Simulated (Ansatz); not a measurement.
Mulliken charges of `CO[Si](F)Cl` radical from PBE/def2-TZVPP in Ansatz (PBE0-D4/def2-TZVP geometry).

| atom | x (Å) | y (Å) | z (Å) | charge (e) |
| --- | --- | --- | --- | --- |
| C1 | -0.458 | -0.553 | 0.974 | -0.136 |
| O2 | 0.278 | -0.634 | -0.232 | -0.239 |
| Si3 | 1.040 | 0.575 | -0.995 | 0.493 |
| F4 | 1.414 | 0.008 | -2.430 | -0.236 |
| Cl5 | -0.216 | 2.188 | -1.238 | -0.201 |
| H6 | 0.207 | -0.409 | 1.829 | 0.105 |
| H7 | -0.991 | -1.496 | 1.097 | 0.114 |
| H8 | -1.183 | 0.265 | 0.939 | 0.100 |

Task: By hand: the dipole of these point charges (1 e Å = 4.8032 D).

Result: Σ q r = (0.009, -0.118, 0.666) e Å, of length 0.676 e Å = 3.25 D.

Task: How does the dipole of the full density compare? (An estimate is asked.)

Result: The calculation gave: (-0.116, -0.070, 0.463) e Å, 2.32 D; the point charges give 1.40 times that, at 15° from its direction.

Point charges leave out the atoms' own dipoles, such as those of lone pairs, and Mulliken's split depends on the basis, so the two needn't agree.
